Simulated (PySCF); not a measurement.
Sn(All)(H)3, C3H8Sn, SMILES C([CH2][SnH3])=C at its B3LYP/def2-SVP optimised geometry (Å):

```
12

Sn     0.0544    -1.5834     0.0000
C     -0.6810     0.4923     0.0000
C     -0.0675     1.3042    -1.0905
C     -0.6740     1.6932    -2.2201
H     -0.5105    -2.4098     1.4044
H     -0.5143    -2.3899    -1.4098
H      1.7770    -1.5834     0.0000
H     -1.7770     0.4389    -0.0903
H     -0.4354     0.8930     0.9966
H      0.9848     1.5834    -0.9443
H     -1.7216     1.4468    -2.4252
H     -0.1439     2.2738    -2.9796
```

Level of theory: B3LYP/def2-TZVP, def2 effective core potentials past Kr in PySCF. The core electrons that the potentials of Sn replace are not part of the density.

Map of the LUMO amplitude (bohr^(-3/2)) on the plane z = 1.0 Å; orbital energy -0.49 eV, overall sign arbitrary:

```
|===============================|
|===============================|
|===============================|
|===============================|
|============+++++==============|
|===========+++++++=============|
|==========+++++++++============|
|==========+++++++++============|
|==========+++++++++============|
|=============+++++=============|
|===============================|
|==========--:.:--==============|
|========---:.  :-==============|
|========--:..  :-==============|
|========--::...:-==============|
|=========--:::-==+++++======---|
|==============++***+++====-----|
|=========++++*#####*++===------|
|======++++**#%%@@%#**+==-------|
|======+++**#%@@@@@%#++=--------|
|======+++**#%@@@@%#*+==--------|
|======++++*##%%%%#*+==---------|
|========+++++*****+==--::::----|
|============---====---:::::----|
|========---:...:::-::::::::----|
|======----:.    ..:::::::::----|
|====-----::.    .....::::::----|
|===-----::..     .....:::::----|
|==------:::..    .....:::::----|
|=-------:::..........:::::-----|
|--------::::........:::::------|
```
Scale: ten equal steps from -0.048 (start of ' ') to 0.071 (end of '@'), in the order ' .:-=+*#%@'; x runs from -4.00 to 4.00, y from -4.00 (bottom) to 4.00 (top).
